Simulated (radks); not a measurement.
Results of a calculation; reference values are marked as such.
The nuclear charge of the fluorine ion F+ is varied continuously with 8 electrons held in [He] 2s2 2p4. Level of theory: non-relativistic Kohn-Sham, r2SCAN, spin-unpolarised, spherical densities, point nucleus; meta-GGA in the generalised Kohn-Sham scheme (a radial shooting solver on a logarithmic mesh with Libxc functionals). By the Hellmann-Feynman theorem dE/dZ = E(electron-nucleus)/Z, the electronic potential at the nucleus.

[
 {"Z": "8", "E (hartree)": "-74.95699", "E(electron-nucleus)/Z (hartree)": "-22.2314", "HOMO": "2p", "e(HOMO) (eV)": "-9.305", "<r> HOMO (bohr)": "1.259"},
 {"Z": "8.5", "E (hartree)": "-86.51416", "E(electron-nucleus)/Z (hartree)": "-23.9963", "HOMO": "2p", "e(HOMO) (eV)": "-18.118", "<r> HOMO (bohr)": "1.100"},
 {"Z": "9", "E (hartree)": "-98.95258", "E(electron-nucleus)/Z (hartree)": "-25.7568", "HOMO": "2p", "e(HOMO) (eV)": "-28.783", "<r> HOMO (bohr)": "0.9811"},
 {"Z": "9.5", "E (hartree)": "-112.27049", "E(electron-nucleus)/Z (hartree)": "-27.5145", "HOMO": "2p", "e(HOMO) (eV)": "-41.247", "<r> HOMO (bohr)": "0.8873"},
 {"Z": "10", "E (hartree)": "-126.46681", "E(electron-nucleus)/Z (hartree)": "-29.2705", "HOMO": "2p", "e(HOMO) (eV)": "-55.478", "<r> HOMO (bohr)": "0.8109"}
]

The central difference of E at Z = 9 is -25.756 hartree, to compare with the third column; the second derivative is -3.52 hartree.
